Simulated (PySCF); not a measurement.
Input of a run (PBE0-D3(BJ)/def2-SVP geometry optimisation, gas phase (PySCF 2.14.0)), started from GFN2-xTB:
```
{"job": {"xc": "PBE0", "basis": "def2-SVP", "d3": "d3bj", "grid": 1, "kind": "geom"}, "charge": 0, "multiplicity": 1}
C      2.434911    -0.877880    -0.680551
C      1.841533    -0.089958     0.201094
Ge     0.944715     1.585248    -0.258466
O     -0.740515     1.461236     0.180647
Si    -2.079023     0.538837     0.175187
C     -1.658145    -1.278684     0.528927
H      2.483801    -0.614488    -1.726006
H      2.903780    -1.810902    -0.404423
H      1.809897    -0.384985     1.243514
H      0.984043     1.875113    -1.741038
H      1.369563     2.782709     0.551891
H     -2.877937     1.132607     1.247979
H     -2.715650     0.657758    -1.141306
H     -0.962649    -1.676241    -0.207417
H     -1.197019    -1.392742     1.506992
H     -2.548905    -1.898684     0.511564
```

Output (energies in Eh, forces in Eh/bohr):
```
step   0  E = -2560.98473466  max force = 0.018254
step   1  E = -2560.99024218  max force = 0.007914
step   2  E = -2560.99097034  max force = 0.002252
step   3  E = -2560.99104450  max force = 0.001768
step   4  E = -2560.99112028  max force = 0.001676
step   5  E = -2560.99122702  max force = 0.001495
step   6  E = -2560.99129942  max force = 0.001718
step   7  E = -2560.99137556  max force = 0.002150
step   8  E = -2560.99144680  max force = 0.002246
step   9  E = -2560.99151455  max force = 0.001395
step  10  E = -2560.99160787  max force = 0.001378
step  11  E = -2560.99165563  max force = 0.000712
step  12  E = -2560.99166712  max force = 0.000142
optimisation converged
```

Q: Summarise the run.

A: The energy falls by 0.189 eV over 13 energy and gradient evaluations, the largest force component goes from 0.0183 to 1.4e-04 Eh/bohr, and the atoms move by 0.483 Å rms after alignment. Among the bonds, Ge3–O4 and O4–Si5 change most and about equally (+0.035 to +0.036 Å). Bonds longer at the end by more than 0.005 Å: 13 of 15; shorter: 2. Among the angles that change most is Ge3–O4–Si5, from 146.5° to 134.1°. Among the dihedrals that turn most is Ge3–O4–Si5–H12, from 159° to -164°. The energy never rose by more than 1e-6 Eh on the way. The first step brought 79 % of the lowering.

Q: What are the final bond lengths?

A: C1=C2 1.337 Å, C2–Ge3 1.937 Å, Ge3–O4 1.781 Å, O4–Si5 1.662 Å, Si5–C6 1.872 Å, C1–H7 1.096 Å, C1–H8 1.096 Å, C2–H9 1.097 Å, Ge3–H10 1.542 Å, Ge3–H11 1.536 Å, Si5–H12 1.494 Å, Si5–H13 1.501 Å, C6–H14 1.101 Å, C6–H15 1.101 Å, C6–H16 1.102 Å. Numbering counts from 1 in the input's order; the species is `C=[CH][GeH2][O][SiH2]C`.

The run used 156 basis functions and 87 SCF cycles in all. On one thread, x86-64 server, shared host, this took 2.4 min wall.

Whether it is a minimum is left open (no frequencies). The numbers are those of one conformer.
